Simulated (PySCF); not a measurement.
**La(SH)3(H2O) at several levels of theory**

Computed with PySCF 2.14.0 (density fitting, no spin-orbit coupling) at the geometry relaxed with PBE0:

```xyz
10
La(SH)3(H2O) (singlet)
La   -0.0971   -0.4389    0.0216
S     0.6993    1.8830    1.3386
H     1.9160    1.9657    0.7509
S    -2.2087   -1.8019    1.0801
H    -2.4902   -0.7932    1.9397
S     1.7032   -1.8160   -1.4970
H     1.0091   -2.9784   -1.4460
O    -1.1104    1.5468   -1.1911
H    -0.7318    2.2199   -0.5839
H    -1.9100    1.9042   -1.5940
```

```
level                                                           basis    state  HOMO (eV)  gap (eV)  charge on La1 (e)  population of f-type functions on La1 (core shells left out)  dipole about the centre of mass (D)  largest force component (eV/Å)
 PBE0      La def2-SVP with ECP46, S def2-SVP, H def2-SVP, O def2-SVP  singlet      -6.92      5.36               0.83                                                          0.11                                 4.41                            0.02
B3LYP                                                        the same  singlet      -6.62      4.82               0.75                                                          0.10                                 4.39                            0.17
 PBE0  La def2-TZVP with ECP46, S def2-TZVP, H def2-TZVP, O def2-TZVP  singlet      -7.03      5.38               1.20                                                          0.10                                 4.29                            0.32
```

Charges are Mulliken's, which hang on the basis. The relaxation used the grid (50, 194), these runs (75, 302) or, all-electron (x2c bases, spin-free X2C Hamiltonian), (99, 590).

Q: What does PBE with La def2-SVP with ECP46, S def2-SVP, H def2-SVP, O def2-SVP give here?

A: state singlet, HOMO (eV) -5.75, gap (eV) 3.53, charge on La1 (e) 0.65, population of f-type functions on La1 (core shells left out) 0.10, dipole about the centre of mass (D) 4.26, largest force component (eV/Å) 0.53. Time: 9.6 s on 2 threads of Arm Neoverse V1, on a shared host, from an already converged density.

In the first row's basis the gap widens with exact exchange: 3.5 eV for PBE (none); 4.8 to 5.4 eV for B3LYP, PBE0 (a fixed share).

No frequency check is given that shows the relaxed geometry to be a minimum.
